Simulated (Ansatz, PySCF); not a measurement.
F3OSi, SMILES [O][Si](F)(F)F (connectivity only; charge and spin as stated), charge -1, multiplicity 1. Atoms are numbered in the order given.

```xyz
5

O      0.0000     0.0000     1.7229
Si     0.0000     0.0000     0.1738
F      1.2627     0.7290    -0.6043
F     -1.2627     0.7290    -0.6043
F      0.0000    -1.4580    -0.6043
```
Charge -1, spin multiplicity 1.

The structure is a stationary point at PBE0-D3(BJ)/def2-SVPD. The multiplicity is an assumed one; other spin states were not compared. The isomer is the one that the SMILES or the coordinates give; other isomers of the formula were not compared.

Two levels are set side by side: PBE-D3(BJ)/def2-SVPD (Ansatz, a first-principles code) and PBE0-D3(BJ)/def2-SVPD (Ansatz). Each level has its own optimised geometry; the coordinates shown are those of the second. Frequencies come from the Hessian of PySCF at each geometry. Differences are taken from unrounded values.

```
quantity                            PBE0-D3(BJ)  PBE-D3(BJ)  PBE-D3(BJ) minus PBE0-D3(BJ)
----------------------------------  -----------  ----------  ----------------------------
mean bond length (Å)                      1.627       1.648                         0.022
bond O1–Si2 (Å)                           1.549       1.567                         0.018
bond Si2–F3 (Å)                           1.653       1.675                         0.023
bond Si2–F4 (Å)                           1.653       1.675                         0.023
bond Si2–F5 (Å)                           1.653       1.675                         0.023
highest harmonic wavenumber (cm⁻¹)         1196        1138                           -57
mean harmonic wavenumber (cm⁻¹)             580         548                           -31
zero-point energy (kcal/mol)               7.46        7.06                         -0.40
```

GGA bonds tend to be longer and softer than those of functionals with exact exchange. Differences between two approximate levels are no errors against the true value.
